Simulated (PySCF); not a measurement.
Radial density of Pb (lead, neutral)

UHF, [Xe] 4f14 5d10 6s1 6p3, high-spin 5S determinant (an excited configuration). Computed with PySCF 2.14 in aug-cc-pVTZ-DK3, with the spin-free X2C one-electron Hamiltonian (Gaussian nucleus).

```json
{"r (bohr)": "0.0157", "4πr²ρ (e/bohr)": "105.7", "4πr²(ρα − ρβ)": "0.0089"}
{"r (bohr)": "0.0265", "4πr²ρ (e/bohr)": "108.9", "4πr²(ρα − ρβ)": "0.0219"}
{"r (bohr)": "0.0445", "4πr²ρ (e/bohr)": "153.5", "4πr²(ρα − ρβ)": "0.0238"}
{"r (bohr)": "0.0749", "4πr²ρ (e/bohr)": "127.0", "4πr²(ρα − ρβ)": "-0.0229"}
{"r (bohr)": "0.126", "4πr²ρ (e/bohr)": "143.0", "4πr²(ρα − ρβ)": "0.0443"}
{"r (bohr)": "0.212", "4πr²ρ (e/bohr)": "92.64", "4πr²(ρα − ρβ)": "-0.0004"}
{"r (bohr)": "0.356", "4πr²ρ (e/bohr)": "97.96", "4πr²(ρα − ρβ)": "0.0432"}
{"r (bohr)": "0.599", "4πr²ρ (e/bohr)": "39.12", "4πr²(ρα − ρβ)": "0.1770"}
{"r (bohr)": "1.01", "4πr²ρ (e/bohr)": "21.69", "4πr²(ρα − ρβ)": "-0.1433"}
{"r (bohr)": "1.70", "4πr²ρ (e/bohr)": "6.093", "4πr²(ρα − ρβ)": "1.0295"}
{"r (bohr)": "2.85", "4πr²ρ (e/bohr)": "1.763", "4πr²(ρα − ρβ)": "1.5537"}
{"r (bohr)": "4.80", "4πr²ρ (e/bohr)": "0.3107", "4πr²(ρα − ρβ)": "0.3098"}
{"r (bohr)": "8.07", "4πr²ρ (e/bohr)": "0.006919", "4πr²(ρα − ρβ)": "0.0069"}
```

Densities and radii are taken from the X2C orbitals without a picture-change correction, which distorts them close to the nucleus.

Spin-orbit coupling, which splits the p, d and f shells strongly at this Z, is absent. Spin-orbit coupling is strong in this species (close to jj coupling), so the high-spin LS determinant is a model state, not a physical level.

(1) Where is the radial spin density 4πr²(ρα − ρβ) most negative, and why is it negative at all?

Results:

(1) Around r = 1.01 bohr, down to -0.1433 e/bohr: exchange with the open shell polarises the paired shells in an unrestricted calculation.
